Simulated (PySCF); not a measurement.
Gas-phase reaction: Ge3H8 + 4 C4H10 (isobutane) = 3 Ge(CH3)4 + 2 C2H6

Computed with PySCF and rigid-rotor harmonic-oscillator thermochemistry at 1 bar. † marks an energy on the PBE0/def2-TZVP geometry and frequencies; other levels use their own. MP2 freezes the core. 6-31G* has spherical d functions here. All species are closed-shell singlets. B3LYP is the form with VWN-RPA correlation. Ge: all electrons, no relativistic terms. MP2 isn't extrapolated to the basis-set limit; its ΔH°(298 K) is -92.7 kJ in def2-SVP and -232.9 kJ in def2-TZVPP. The harmonic model lacks anharmonicity and excited electronic states, which grow with temperature; levels with a mode under 35 cm⁻¹ are left out. Internal rotation in Ge3H8, C4H10 (isobutane), Ge(CH3)4, C2H6 is treated as a harmonic vibration of one conformer, which makes the entropy rough.

| level | ΔE electronic, kJ | ΔH°(298 K), kJ | ΔS°(298 K), J/K | ΔG°(1000 K), kJ |
|---|---|---|---|---|
| B3LYP/6-31G* | -105 | -88 | 34 | -140 |
| BLYP/def2-TZVP† | -188 | -175 | 31 | -225 |
| HF/6-31G* | -86 | -76 | 27 | -123 |
| HF/def2-TZVP† | -162 | -149 | 31 | -199 |
| M06-2X/def2-TZVP† | -240 | -227 | 31 | -276 |
| MP2/def2-SVP† | -106 | -93 | 31 | -142 |
| MP2/def2-TZVPP† | -246 | -233 | 31 | -283 |
| PBE/def2-SVP | -108 | -94 | 36 | -150 |
| PBE0/def2-SVP† | -114 | -101 | 31 | -150 |
| PBE0/def2-TZVP | -172 | -159 | 31 | -208 |
ΔH° is lowest at MP2/def2-TZVPP† and highest at HF/6-31G*. No reference value is set beside these.
